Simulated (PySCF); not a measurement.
**Os⁺ (osmium, charge +1) across methods**

[Xe] 4f14 5d6 6p1, one real determinant (an excited configuration). Computed with PySCF 2.14 in def2-TZVPPD with the def2 core potential (60 electrons) (6s5p3d2f1g, 59 functions), with a scalar-relativistic core potential.

```json
{"method": "B97-3", "E (hartree)": "-90.0322", "mean ε 5d α (eV)": "-18.620", "mean ε 5d β (eV)": "-16.267", "mean ε 6p α (eV)": "-8.838", "Σ⟨r²⟩ (bohr²)": "50.83", "⟨S²⟩": "8.751"}
{"method": "PBE", "E (hartree)": "-90.0497", "mean ε 5d α (eV)": "-17.047", "mean ε 5d β (eV)": "-14.695", "mean ε 6p α (eV)": "-8.402", "Σ⟨r²⟩ (bohr²)": "50.74", "⟨S²⟩": "8.751"}
{"method": "r2SCAN", "E (hartree)": "-90.0623", "mean ε 5d α (eV)": "-17.495", "mean ε 5d β (eV)": "-14.844", "mean ε 6p α (eV)": "-8.523", "Σ⟨r²⟩ (bohr²)": "50.61", "⟨S²⟩": "8.752"}
{"method": "UHF", "E (hartree)": "-89.38075", "mean ε 5d α (eV)": "-22.952", "mean ε 5d β (eV)": "-19.437", "mean ε 6p α (eV)": "-10.203", "Σ⟨r²⟩ (bohr²)": "51.43", "⟨S²⟩": "8.754"}
{"method": "TPSS", "E (hartree)": "-90.0102", "mean ε 5d α (eV)": "-17.006", "mean ε 5d β (eV)": "-14.751", "mean ε 6p α (eV)": "-8.340", "Σ⟨r²⟩ (bohr²)": "50.81", "⟨S²⟩": "8.751"}
{"method": "LDA", "E (hartree)": "-89.8256", "mean ε 5d α (eV)": "-17.151", "mean ε 5d β (eV)": "-14.733", "mean ε 6p α (eV)": "-8.555", "Σ⟨r²⟩ (bohr²)": "50.87", "⟨S²⟩": "8.751"}
{"method": "LC-wPBE", "E (hartree)": "-90.0450", "mean ε 5d α (eV)": "-21.457", "mean ε 5d β (eV)": "-19.048", "mean ε 6p α (eV)": "-10.719", "Σ⟨r²⟩ (bohr²)": "50.52", "⟨S²⟩": "8.751"}
{"method": "revPBE", "E (hartree)": "-90.1007", "mean ε 5d α (eV)": "-17.009", "mean ε 5d β (eV)": "-14.690", "mean ε 6p α (eV)": "-8.364", "Σ⟨r²⟩ (bohr²)": "50.72", "⟨S²⟩": "8.751"}
```

**Question.** Estimate the same row for PBE0.

**Answer.** E (hartree) = -90.0175; mean ε 5d α (eV) = -18.703; mean ε 5d β (eV) = -16.133; mean ε 6p α (eV) = -8.937; Σ⟨r²⟩ (bohr²) = 50.76; ⟨S²⟩ = 8.751.

⟨L²⟩ = 8.10 against 12 for a pure F term, so this real determinant mixes terms. Energies and moments cover only the electrons outside the core potential. Spin-orbit coupling, absent here, splits the open shell strongly.
